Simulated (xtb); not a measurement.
Si(F)(OH)(SH)2 (FH3OS2Si), SMILES O[Si](F)(S)S. All values are semi-empirical tight-binding results from xtb (GFN2-xTB unless named), good for trends rather than for accurate numbers. The structure is a stationary point at GFN2-xTB. The structure was generated by enumeration, and PubChem lists no compound with its InChIKey, so it may never have been made. One conformer was computed; it need not be the lowest.

Optimised geometry:

Bonds (Å): O1–Si2 1.612, O1–H6 0.955, Si2–F3 1.607, Si2–S4 2.128, Si2–S5 2.135, S4–H7 1.323, S5–H8 1.325. Bond angles (°): Si2–O1–H6 122.6, O1–Si2–F3 106.8, O1–Si2–S4 104.6, O1–Si2–S5 115.2, F3–Si2–S4 112.1, F3–Si2–S5 104.3, S4–Si2–S5 113.7, Si2–S4–H7 94.4, Si2–S5–H8 96.2.

Computed properties:
```
Item                                              Value
----------------------------------------  -------------
orbital gap                                     5.04 eV
zero-point energy                         21.5 kcal/mol
G − E(el) at 298.15 K (modified RRHO)      0.2 kcal/mol
static polarisability (D4 model)             80.5 bohr³
solvation energy, GFN2-xTB/ALPB(water)    -6.0 kcal/mol
solvation energy, GFN2-xTB/ALPB(acetone)  -9.9 kcal/mol
```

Computed atomic charges and the Wiberg bond orders between heavy atoms:
charges (e) O1 -0.44, Si2 0.66, F3 -0.25, S4 -0.31, S5 -0.33, H6 0.33, H7 0.17, H8 0.17. Bond orders O1–Si2 1.20, Si2–F3 1.08, Si2–S4 0.96, Si2–S5 0.95.
